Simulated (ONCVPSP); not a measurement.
# Transferability test, ONCV potential for vanadium

* Element: vanadium (V)
* Generator: ONCVPSP 4.0.1
* Type: optimised norm-conserving Vanderbilt (ONCV)
* Functional: PBE
* Relativity: fully relativistic
* Frozen core: [Ar]
* Valence charge: 5
* Reference configuration: 3d4 4s1
* Partial waves: 4s: rc 2.45 bohr, ncon 5, nbas 9, qcut 2.8 1/bohr, 1 projector; p scattering state at 0.39 Ha: rc 2.60 bohr, ncon 4, nbas 7, qcut 3.3 1/bohr, 3 projectors, debl 3 Ha; 3d: rc 2.10 bohr, ncon 3, nbas 8, qcut 6.6 1/bohr, 2 projectors, debl 0.4 Ha
* Local potential: polynomial inside 1.55 bohr (lpopt 5, dvloc0 2 Ha)
* Core correction: Teter function, fcfact 2.5, rcfact 1.3

Open shells are filled in proportion to 2j + 1.

Energies are relative to the spin-unpolarised reference configuration 3d4 4s1; without spin polarisation the order of configurations can differ from experiment.

**Question.** Give the all-electron excitation energy and the error of the potential for: 3d3 4s2; 3d3 4s1; 3d3 4s0; 3d3 4s1 4p1.

**Answer.**

| valence configuration | charge | ΔE all-electron (eV) | error AE − PS (meV) |
| --- | --- | --- | --- |
| 3d3 4s2 | 0 | -0.586 | +65 |
| 3d3 4s1 | +1 | 7.150 | +139 |
| 3d3 4s0 | +2 | 21.445 | +56 |
| 3d3 4s1 4p1 | 0 | 2.762 | +54 |

Note: no bound ghost flagged; GHOST(+) flagged for s at 2.33 eV, p1/2 at 206.3 eV, p3/2 at 210.1 eV.
